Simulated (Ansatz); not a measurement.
Compare A (`O[SiH2][CH2][SbH2]`) with its isomer B (`[SiH3]C[O][SbH2]`).

Program: Ansatz. Geometries: PBE0-D4/def2-TZVP. ΔE: electronic, gas phase. CCSD(T)/CBS adds triple-zeta CCSD(T) − MP2 to the extrapolated MP2 energy (def2 sets, frozen cores). DFT in def2-TZVPP. B3LYP here is the variant with VWN-RPA as its local correlation; programs differ in this. def2 core potentials past Kr. For Sb outer-core shells are correlated without core-valence functions, which leaves a few kJ/mol of doubt a bond. One conformer a species, not always the lowest.

A:

```xyz
11

O    -1.126   -1.253    0.999
Si   -1.184    0.175    0.166
C     0.534    0.853    0.236
Sb    2.002   -0.720   -0.098
H    -1.923   -1.781    1.056
H    -1.589   -0.053   -1.250
H    -2.187    1.088    0.788
H     0.673    1.626   -0.521
H     0.748    1.285    1.216
H     2.923    0.210   -1.206
H     1.129   -1.431   -1.387
```

B:

```xyz
11

Si   -0.4250    0.4596    1.5289
C     0.6212   -0.7194    0.4816
O     0.0569   -0.8950   -0.8083
Sb    0.4890    0.4360   -2.2048
H    -1.8012   -0.0730    1.6954
H     0.1911    0.6747    2.8677
H    -0.5041    1.7695    0.8209
H     1.6618   -0.3616    0.4416
H     0.6624   -1.7063    0.9578
H     0.1415   -0.6767   -3.4565
H    -1.0937    1.0920   -2.3243
```

Problem. Which isomer does CCSD(T)/CBS put lower? Give the gap. (Best estimate.)

Solution. The calculation gave: A, by 201.5 kJ/mol.

Problem. Give E(B) − E(A) in kJ/mol with CCSD(T)/def2-TZVPP, PBE0-D4, B2PLYP, PBE-D4, BLYP-D4, B3LYP, MP2/def2-TZVPP. (An estimate is asked.)

Solution. Computed: CCSD(T)/def2-TZVPP 201.4, PBE0-D4 194.7, B2PLYP 193.9, PBE-D4 181.8, BLYP-D4 175.2, B3LYP 184.5, MP2/def2-TZVPP 213.8. None reverses the order clearly.

Problem. Does the order hold for the free energy at 298.15 K (harmonic terms from PBE0-D4)? (Estimate.)

Solution. The calculation gave: Yes: G(B) − G(A) = +194.4 kJ/mol, for one conformer each. Modes under 60 cm⁻¹, often nearly free rotors, make the harmonic entropy too high.

Largest T1 diagnostic: 0.014.

In def2-TZVPP, CCSD(T) changes the Hartree–Fock value by +3.7 kJ/mol (the triples alone add −1.6 kJ/mol) and MP2 by +16.0 kJ/mol. At CCSD(T), def2-SVP lies −25.1 kJ/mol from the extrapolated value and def2-TZVPP −0.2 kJ/mol.
